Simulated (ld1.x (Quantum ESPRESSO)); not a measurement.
## Logarithmic derivatives: Sb (Z = 51), PAW

antimony (Sb), PAW, made with ld1.x (Quantum ESPRESSO) 7.5 (LDA (PZ), scalar-relativistic). Core [Ar] 3d10, reference 4s2 4p6 4d10 5s1.75 5p3.25. Waves: 4s (bound): rcut 1.15, rcutus 1.40 bohr; 5s (bound): rcut 1.15, rcutus 1.40 bohr; 4p (bound): rcut 1.25, rcutus 1.70 bohr; 5p (bound): rcut 1.25, rcutus 1.70 bohr; 4d (bound): rcut 1.15, rcutus 1.45 bohr; 4d channel at -0.85 Ry: rcut 1.15, rcutus 1.45 bohr. Local part: all-electron potential smoothed inside 1.20 bohr (lloc = -2). Core correction: a·sin(br)/r model core inside 1.45 bohr. Augmentation charge: BG, radius 0.90 bohr.

The phase is arctan(r·u′/u) with u = r·R(r), unwrapped; energies in Ry, scanned from -13 to 5 Ry. A pole is an energy at which the radial function vanishes at the test radius. The pseudo phase is shifted by a multiple of π to meet the all-electron one at the reference energy, and phase errors are pseudo minus all-electron; the curves can meet again beyond the range given. Levels narrower than the energy grid can be missing from the lists of poles.

```csv
channel,radius (bohr),reference energy (Ry),"poles, all-electron","poles, pseudo",unbroken range about the reference energy with phases within 0.05 rad,phase error 1 Ry above the reference energy (rad)
s,1.84,-0.98,"-10.87, 4.79","-10.87, 4.25",the whole range,-0.004
p,1.84,-0.38,-7.34,"-7.34, 4.40",below 1.1,-0.020
d,1.84,-2.49,-1.97,-1.97,the whole range,+0.000
```

Phases in the s channel:

| E (Ry) | all-electron | pseudo |
| --- | --- | --- |
| -13.00 | 1.393 | 1.392 |
| -12.04 | 1.373 | 1.372 |
| -11.08 | 1.040 | 1.039 |
| -10.12 | -1.735 | -1.736 |
| -9.16 | -1.763 | -1.764 |
| -8.20 | -1.784 | -1.785 |
| -7.24 | -1.807 | -1.807 |
| -6.28 | -1.835 | -1.835 |
| -5.32 | -1.872 | -1.873 |
| -4.36 | -1.926 | -1.927 |
| -3.40 | -2.014 | -2.015 |
| -2.44 | -2.180 | -2.182 |
| -1.48 | -2.582 | -2.582 |
| -0.52 | -3.501 | -3.502 |
| 0.44 | -4.181 | -4.186 |
| 1.40 | -4.443 | -4.450 |
| 2.36 | -4.567 | -4.577 |
| 3.32 | -4.640 | -4.656 |
| 4.28 | -4.691 | -4.714 |
